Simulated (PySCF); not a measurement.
Cartesian coordinates in Å; atom numbers follow the order of the lines, from 1:
```xyz
18

C     3.0270    0.4333   -0.8582
S     1.5983   -0.5907   -1.3352
Si   -0.0318    0.5792   -0.5604
C    -0.7582    0.0437    1.0994
C    -2.2700    0.1000    0.8362
C    -2.5348   -0.3504   -0.6027
N    -1.4905    0.2420   -1.4195
H     3.8885    0.0717   -1.4354
H     2.8570    1.4919   -1.1028
H     3.2554    0.3367    0.2124
H     0.4604    1.9959   -0.6081
H    -0.4258   -0.9910    1.2917
H    -0.4528    0.6523    1.9632
H    -2.8442   -0.5099    1.5523
H    -2.6191    1.1408    0.9458
H    -3.5363   -0.0208   -0.9300
H    -2.5314   -1.4591   -0.6561
H    -1.5891    0.1708   -2.4234
```

Geometry: PBE0-D3(BJ)/def2-SVP; GIAO shifts from PySCF 2.14.0 with density-fitted response routines, gas phase, non-relativistic, averaged over equivalent atoms.

At PBE0/pcSseg-1 (188 basis functions, 39 s wall time on 1 thread of an Arm Neoverse V1, shared host):
```tsv
atoms	δ (ppm)
C6	47.2
C5	29.0
C4	16.1
C1	13.1
S2	-178.9
Si3	18.7
N7	42.5
H11	5.41
H16	3.01
H17	2.99
H14	1.95
H8/H9/H10	1.82
H15	1.64
H13	1.04
H12	0.69
H18	0.49
```

References, each an isolated molecule treated in the same way: ¹³C (σ = 184.41 ppm) and ²⁹Si (σ = 351.99 ppm) and ¹H (σ = 31.27 ppm) against TMS; ³³S (σ = 495.66 ppm) against CS2; NH3 for ¹⁵N (σ = 265.67 ppm).

Q: Predict the values at HF/pcSseg-1 on the same geometry.

A: 
```tsv
atoms	δ at HF/pcSseg-1	change
C6	41.1	-6.1
C5	25.3	-3.7
C4	11.8	-4.3
C1	11.2	-1.9
S2	-220.3	-41.4
Si3	12.4	-6.3
N7	23.6	-18.9
H11	4.67	-0.74
H16	2.78	-0.23
H17	2.61	-0.38
H14	1.77	-0.18
H8/H9/H10	1.79	-0.03
H15	1.41	-0.23
H13	0.77	-0.27
H12	0.49	-0.20
H18	0.32	-0.17
```

Referencing at the same level of theory: ¹³C (σref 190.85) and ²⁹Si (σref 393.43) and ¹H (σref 31.69) vs TMS; ³³S (σref 513.52) vs CS2; NH3 for ¹⁵N (σref 265.72).

The largest change is at S2 (sulfur bonded to C, Si). Cost: 188 basis functions, 22 s wall time on 1 thread of an Arm Neoverse V1, shared host. The order of the carbon signals is the same at both levels.

Experimental scales use liquid or dissolved standards, which lie at an offset from isolated NH3 (liquid NH3: subtract about 20 ppm).
